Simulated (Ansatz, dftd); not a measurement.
Reaction: H5Si2OF (fluoro(silyloxy)silane, SMILES [SiH3]O[SiH2]F) → H5Si2O (SMILES [SiH2]O[SiH3], doublet) + F (doublet) (the F-Si bond breaks)
Each species at its own B3LYP-D3(BJ)/def2-TZVP minimum (Ansatz, an electronic-structure program), one conformer.

Quantity: bond dissociation energy (electronic), in kJ/mol. Open shells are spin-unrestricted; no spin-orbit coupling. Cores are frozen in correlated methods. Rows without X2C or -DK are non-relativistic. CBS(X,Y): correlation extrapolated as X^-3, Hartree-Fock from the larger set. A bracket is a step between two methods taken in the basis named. Functionals run without relativity, which enters their misses. 'core' is core correlation in cc-pwCVTZ (1s frozen past Ne), 'X2C' scalar relativity in cc-pVTZ-DK, both at CCSD(T).

```json
[
 {"level": "HF/cc-pV(D+d)Z", "program": "Ansatz", "bond dissociation energy (kJ/mol)": "477.9", "difference against the last row": "-205.9"},
 {"level": "HF/cc-pV(Q+d)Z", "program": "Ansatz", "bond dissociation energy (kJ/mol)": "519.2", "difference against the last row": "-164.6"},
 {"level": "PBE-D4/def2-TZVPD", "program": "Ansatz + dftd4", "bond dissociation energy (kJ/mol)": "660.0", "difference against the last row": "-23.8"},
 {"level": "CCSD/cc-pV(D+d)Z", "program": "Ansatz", "bond dissociation energy (kJ/mol)": "600.4", "difference against the last row": "-83.4"},
 {"level": "CCSDT(Q)/cc-pV(D+d)Z", "program": "Ansatz", "bond dissociation energy (kJ/mol)": "604.9", "difference against the last row": "-78.9"},
 {"level": "CCSD(T)/CBS(cc-pV(T+d)Z,cc-pV(Q+d)Z) + [CCSDT(Q) - CCSD(T)]/cc-pV(D+d)Z + core + X2C", "program": "Ansatz", "bond dissociation energy (kJ/mol)": "683.8", "difference against the last row": "0.0"}
]
```
